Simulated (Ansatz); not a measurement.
[closo-1,2-(F)2B6H4]2- (B₆H₄F₂²⁻) was relaxed with PBE-D4 (def2-SVPD) in Ansatz in these states: charge -1 doublet, charge -2 singlet. The geometries follow in no particular order.

A multiply charged anion in the gas phase is held together partly by the finite basis. Removing one electron lowers the energy by 1.43 eV at PBE0-D4/def2-TZVPD, so it isn't bound.

A:

```xyz
12

B     0.741   -0.117   -0.944
B    -0.724    0.782   -0.644
B     0.636    0.925    0.440
B    -0.789    0.091    0.963
B    -0.683   -0.955   -0.425
B     0.684   -0.806    0.659
F     1.648   -0.226   -2.057
H    -1.415    1.571   -1.291
F     1.420    2.027    0.935
H    -1.558    0.189    1.915
H    -1.347   -1.895   -0.853
H     1.387   -1.588    1.301
```

B:

```
atom   x (Å)   y (Å)   z (Å)
  B1  -1.095  -0.539   0.093
  B2   0.639  -1.071  -0.206
  B3   0.189   0.019   1.210
  B4   1.110   0.565  -0.128
  B5  -0.170   0.011  -1.241
  B6  -0.598   1.097   0.145
  F7  -2.268  -1.240   0.271
  H8   1.178  -2.154  -0.284
  F9   0.380  -0.098   2.571
 H10   2.154   1.163  -0.246
 H11  -0.366   0.079  -2.432
 H12  -1.154   2.168   0.247
```

**Question.** Judge from the bond lengths which geometry belongs to which state (an estimate).

**Answer.** A is the charge -2 singlet (B2–B3 1.746 Å, B1–B2 1.746 Å, B1–F7 1.440 Å); B is the charge -1 doublet (B2–B3 1.843 Å, B1–B2 1.839 Å, B1–F7 1.378 Å).

At PBE-D4/def2-SVPD the highest occupied level of the charge -2 singlet lies above zero (up to 4.13 eV). By energy differences it is unbound by 1.43 eV (vertical, against the charge -1 doublet, at PBE0-D4/def2-TZVPD) and held by the finite basis.
